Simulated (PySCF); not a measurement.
Ga(Cl)2(SH) (Cl₂GaHS), SMILES [SH][Ga]([Cl])[Cl].

The structure is a stationary point at PBE0-D3(BJ)/def2-SVP. One conformer was computed; it need not be the lowest.

Two levels are set side by side: TDDFT-PBE/def2-SVPD (PySCF) and TDDFT-ωB97X/def2-SVPD (PySCF). Vertical, same geometry. The lowest singlet is HOMO→LUMO 100 % with PBE and HOMO→LUMO 88 % with the other functional; states are paired by order. Differences are taken from unrounded values.

```
quantity                               TDDFT-ωB97X
-------------------------------------  -----------
lowest singlet excitation (eV)                5.65
lowest triplet excitation (TDA) (eV)          5.31
first bright state (f over 0.05) (eV)         7.10
its oscillator strength                       0.30
```

**Question.** What does TDDFT-PBE give, and how far is it from TDDFT-ωB97X? (An estimate is asked for; the answer gives what the named calculation found.)

**Answer.** 
| quantity | TDDFT-PBE | TDDFT-PBE minus TDDFT-ωB97X |
|---|---|---|
| lowest singlet excitation (eV) | 4.57 | -1.08 |
| lowest triplet excitation (TDA) (eV) | 4.25 | -1.06 |
| first bright state (f over 0.05) (eV) | 5.79 | -1.31 |
| its oscillator strength | 0.15 | -0.15 |

Functionals without exact exchange tend to place singlet excitations lower, as here. Differences between two approximate levels are no errors against the true value.

Rough cost on one machine, each run with all the roots and properties that it gave: TDDFT-ωB97X against TDDFT-PBE about 7 times.
